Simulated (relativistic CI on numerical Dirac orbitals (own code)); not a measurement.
# Tc⁵⁺: M2,3 absorption edge

Computed with this model: Dirac-Coulomb-Breit CI, separate exchange-only KLI orbitals for each configuration, a model potential for QED, valence Slater integrals scaled by 0.9, multiplet model of core-to-valence dipole absorption; configurations [Kr] 4d2 → [Ne] 3s2 3p5 3d10 4s2 4p6 4d3; 300 K; Lorentzian 1.2 eV and Gaussian 0.4 eV FWHM. Energies are those of the free ion, without screening or charge transfer. The branching ratio is the share of the lower-energy edge in the whole absorption, uncertain by about 0.02 where the edges overlap. S is read from ⟨S²⟩ = S(S + 1).

Field parameters in Wybourne normalisation: D3d B²₀ = −7Dσ, B⁴₀ = −14Dq − 21Dτ, B⁴₃ = −14√(10/7) Dq; D4h B²₀ = −7Ds, B⁴₀ = 21(Dq − Dt), B⁴₄ = 21√(5/14) Dq; Td as Oh with Dq negative (B⁴₀ = 21Dq, B⁴₄ = √(5/14) B⁴₀). The field is a parameter set, without covalency.

Computed curve for D3d, 10Dq = 19550, Dσ = 1150, Dτ = 400 cm⁻¹, scaled to 100 at the maximum (points under 2 are left out and the grid is thinned):

Energy (eV), Intensity and a bar:
```
   431.25        2.0 
   432.00        2.6 
   432.50        3.2 
   433.25        4.6 #
   434.00        7.3 ##
   434.50       11.1 ###
   435.25       25.9 ########
   435.75       38.9 ############
   436.50       47.9 ###############
   437.25       73.4 #######################
   437.75       92.2 ##############################
   438.50       93.7 ##############################
   439.25       75.6 ########################
   439.75       70.2 ######################
   440.50       43.6 ##############
   441.25       22.9 #######
   441.75       15.5 ####
   442.50        9.2 ##
   443.25        6.0 #
   443.75        4.7 #
   444.50        3.4 
   445.00        2.8 
   445.75        2.4 
   446.50        2.1 
   453.25        2.1 
   454.00        3.3 
   454.75        6.8 ##
   455.25       12.4 ###
   456.00       14.4 ####
   456.75       14.5 ####
   457.25       22.7 #######
   458.00       33.6 ##########
   458.75       27.7 ########
   459.25       23.6 #######
   460.00       18.0 #####
   460.50       15.3 ####
   461.25        9.5 ##
   462.00        4.6 #
   462.50        3.1 
   463.25        2.0
```

The ground state has S = 1.00, and the centroid lies at 443.32 eV.
